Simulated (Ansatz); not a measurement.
HgF₂⁺, relaxed as a doublet with UKS PBE-D4/def2-TZVP in Ansatz, starting from the GFN1-xTB geometry. Force threshold 0.02 eV/Å.

In the def2 sets Hg takes a core potential; there is no spin–orbit coupling. The structure comes from a short search, and lower isomers may exist.

Start:

```xyz
3

Hg   -0.001    0.004   -0.010
F     0.011    1.664    0.744
F    -0.010   -1.668   -0.735
```

```csv
step,energy (eV),largest force component (eV/Å),SCF passes
1,-9596.1077,2.370,300
2,-9596.3364,0.785,96
3,-9596.3744,0.135,95
4,-9596.3758,0.003,144
```

Force components are those of the run's own axes.

End:

```tsv
atom	x (Å)	y (Å)	z (Å)
Hg1	0.0000	-0.0002	0.0004
F2	0.0109	1.7694	0.7849
F3	-0.0109	-1.7692	-0.7853
```

By distances, no bond broke or formed. The bond that changes most is Hg1–F3, from 1.82 to 1.94 Å (atoms count from 1).

No frequencies were taken in this run, so the end may be a saddle point.

Hardware: 4 threads of Arm Neoverse V2 on a shared host. Wall time 27 s.
